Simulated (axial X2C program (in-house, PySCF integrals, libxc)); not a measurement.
**SrS: computed against measured constants**

Calculated with an in-house all-electron X2C program for linear molecules (integrals from PySCF). Spin-free means the one-electron spin-free X2C Hamiltonian; two-component (2c) means X2C with spin–orbit coupling and atomic mean-field two-electron Coulomb and Gaunt terms, so the difference of the two also holds small scalar two-electron terms. Basis: Sr dyall-cv3z [13s12p8d5f1g], S dyall-av3z [9s8p3d2f] (cores contracted in-house); Gaussian nuclei, density fitting, unrestricted open shells. Masses: Sr 87.906 u, S 31.972 u.

```csv
Hamiltonian,level,Re (Å),ωe (cm⁻¹),ωexe (cm⁻¹),De (eV)
spin-free,PBE0,2.420,405.8,1.06,3.64
spin-free,HF,2.465,405.4,1.01,1.50
spin-free,MP2,2.501,367.3,1.27,3.48
spin-free,CCSD,2.488,380.6,1.21,2.93
spin-free,CCSD(T),2.502,366.3,1.29,3.18
spin-free,B3LYP,2.448,388.4,1.09,3.41
2c,PBE0,2.420,405.9,1.06,3.64
2c,HF,2.464,405.4,1.01,1.50
2c,MP2,2.500,367.5,1.27,3.46
2c,CCSD,2.487,380.8,1.22,2.92
2c,CCSD(T),2.502,366.4,1.29,3.16
2c,B3LYP,2.447,388.5,1.1,3.41
```

De refers to Sr + S.

Correlated methods: 8 electrons correlated (number of frozen shells: Sr 4 s, 3 p, 1 d; S 2 s, 1 p), 262 virtual spin orbitals or spinors in MP2, 90 natural virtuals in coupled cluster.

Measured (Huber and Herzberg, Constants of Diatomic Molecules, 1979; state 1Σ+): Re (Å) 2.4405, ωe (cm⁻¹) 388.38, ωexe (cm⁻¹) 1.31.

Work out the error of each level, computed minus measured.



```tsv
Hamiltonian	level	Re (Å)	ωe (cm⁻¹)	ωexe (cm⁻¹)
spin-free	PBE0	-0.021	17.4	-0.25
spin-free	HF	0.024	17.0	-0.30
spin-free	MP2	0.060	-21.1	-0.04
spin-free	CCSD	0.047	-7.8	-0.10
spin-free	CCSD(T)	0.061	-22.1	-0.02
spin-free	B3LYP	0.007	0.0	-0.22
2c	PBE0	-0.021	17.5	-0.25
2c	HF	0.023	17.0	-0.30
2c	MP2	0.059	-20.9	-0.04
2c	CCSD	0.046	-7.6	-0.09
2c	CCSD(T)	0.061	-22.0	-0.02
2c	B3LYP	0.006	0.1	-0.21
```

The state is one determinant whose occupation by symmetry is held fixed; it was picked as the lowest of a PBE0 search that is not exhaustive. The closed shell is kept restricted, so the energy runs too high when the bond is stretched far. Dissociation energies refer to the lowest single-determinant-based atoms at the same level and basis. CCSD and (T) use frozen natural virtuals with an MP2 correction for the truncation; (T) itself is uncorrected, so its De runs slightly low. In 2c an atomic determinant is not the ground J level, so De misses part of the atomic spin–orbit lowering. This holds for PBE0, B3LYP. Without a current term, density functionals place determinants with orbital angular momentum somewhat too high. The outer-core s and p shells of the metal are frozen in the correlated rows, which leaves out core–valence correlation; for alkali and alkaline-earth bonds that tends to lengthen them. With the outer-core shells frozen, correlated bond lengths of heavy atoms tend to come out a few hundredths of an ångström too long.
